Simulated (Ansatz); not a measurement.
H2O4P, SMILES [O]P(=O)(O)O (connectivity only; charge and spin as stated), charge -1, multiplicity 1.

Geometry: B3LYP-D3(BJ)/def2-SVPD. The spin state was assumed, not searched. The isomer is the one that the SMILES or the coordinates give; other isomers of the formula were not compared. One conformer was computed; it need not be the lowest.

Two levels are set side by side: PBE/def2-SVPD (Ansatz, a first-principles code) and PBE0/def2-SVPD (Ansatz). Energy differences of separate SCF runs at the same geometry; the states with an electron removed or added have multiplicity 2. Differences are taken from unrounded values.

| quantity | PBE0 |
|---|---|
| vertical ionisation energy (eV) | 4.93 |
| vertical singlet–triplet gap (eV) | 5.90 |

Question: What does PBE give, and how far is it from PBE0? (Estimate from the structure and the level; the computed values follow.)

Answer: 
```json
[
 {"quantity": "vertical ionisation energy (eV)", "PBE": "4.56", "PBE minus PBE0": "-0.37"},
 {"quantity": "vertical singlet–triplet gap (eV)", "PBE": "5.25", "PBE minus PBE0": "-0.65"}
]
```
